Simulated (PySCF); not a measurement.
Species: C2H5BFNS2.
Structure used (GFN2-xTB), in Å, numbered top down from 1:
```
atom  x, y, z in Å
N1     2.500   -0.382    0.472
B2     1.154   -0.183    0.228
S3     0.514    0.288   -1.409
C4    -1.165    0.668   -0.812
C5    -1.525   -0.264    0.329
F6    -2.625    0.213    0.977
S7    -0.115   -0.401    1.509
H8     2.863   -0.672    1.364
H9     3.212   -0.251   -0.225
H10   -1.859    0.557   -1.644
H11   -1.182    1.702   -0.459
H12   -1.770   -1.276   -0.016
```

The closed-shell SCF was solved with PySCF and density fitting under several settings on one GFN2-xTB geometry (grid level 2 and gas phase unless stated).

| settings | basis functions | SCF cycles | E (Eh) | HOMO (eV) | LUMO (eV) | dipole (D) |
| --- | --- | --- | --- | --- | --- | --- |
| PBE0/pcSseg-1 | 158 | 14 | -1054.5314 | -6.96 | -0.03 | 2.18 |
| PBE0/def2-SVPD | 197 | 14 | -1054.1868 | -6.97 | -0.34 | 2.04 |
| PBE0/aug-pcSseg-1 | 241 | 14 | -1054.5538 | -6.95 | -0.49 | 1.97 |
| BHandHLYP/def2-TZVP | 259 | 12 | -1055.1472 | -7.97 | 0.77 | 2.09 |
| PBE0/pcseg-1 | 131 | 13 | -1054.5035 | -6.99 | -0.12 | 2.25 |

Problem. Estimate the rows for these settings: (1) PBE0/IGLO-II; (2) B3LYP/pcSseg-1, start guess atom.

Solution. 
```json
{"settings": "PBE0/IGLO-II", "basis functions": "210", "SCF cycles": "14", "E (Eh)": "-1054.6183", "HOMO (eV)": "-6.80", "LUMO (eV)": "0.02", "dipole (D)": "2.10"}
{"settings": "B3LYP/pcSseg-1, start guess atom", "basis functions": "158", "SCF cycles": "11", "E (Eh)": "-1055.1310", "HOMO (eV)": "-6.69", "LUMO (eV)": "-0.23", "dipole (D)": "2.21"}
```

Problem. Over all rows, what range does the HOMO–LUMO gap span?

Solution. From 6.46 eV to 8.74 eV.

Problem. Compare two rows with the functional PBE0: PBE0/pcSseg-1 and PBE0/pcseg-1. Which energy is lower, and by how much?

Solution. PBE0/pcSseg-1 (158 functions) lies 0.0279 Eh or 18 kcal/mol below PBE0/pcseg-1 (131 functions).

Cycle counts include a coarse-grid stage where the run had one.

One conformer stands for the species.
